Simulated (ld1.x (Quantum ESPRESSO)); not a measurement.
Reading a pseudo-wave (Co)

Columns: radius, all-electron u(r) and pseudo u(r) of the 3d shell (level -8.20 eV) of cobalt in the configuration [Ne] 3s2 3p6 3d7 4s2 4p0; PBE, scalar-relativistic, PAW scheme, ld1.x (Quantum ESPRESSO) 7.5.

```
r (bohr)  all-electron  pseudo
   0.090        0.0640  0.0029
   0.180        0.2669  0.0227
   0.270        0.5029  0.0716
   0.360        0.7002  0.1548
   0.450        0.8376  0.2682
   0.540        0.9175  0.4002
   0.630        0.9501  0.5338
   0.720        0.9485  0.6514
   0.810        0.9240  0.7387
   0.900        0.8857  0.7878
   0.990        0.8396  0.7986
   1.080        0.7899  0.7782
   1.170        0.7393  0.7379
   1.260        0.6894  0.6896
   1.350        0.6414  0.6414
   1.440        0.5957  0.5957
   1.530        0.5528  0.5528
   1.620        0.5126  0.5126
   1.710        0.4752  0.4752
   1.800        0.4405  0.4405
   1.890        0.4083  0.4083
   1.980        0.3786  0.3786
   2.070        0.3511  0.3511
   2.160        0.3257  0.3257
   2.250        0.3022  0.3022
   2.340        0.2804  0.2804
```

(1) How many radial nodes do the two functions have?

(2) At about which radius was the pseudo-wave matched?

(3) Is the pseudo-wave norm-conserving?

Answers

(1) The all-electron 3d function has n − l − 1 = 0; the pseudo-wave has 0.

(2) 1.35 bohr, where the columns begin to agree (steps of 0.09 bohr).

(3) No, it belongs to a PAW set: the norm inside the radius is not constrained, and the difference is carried by the augmentation charge.
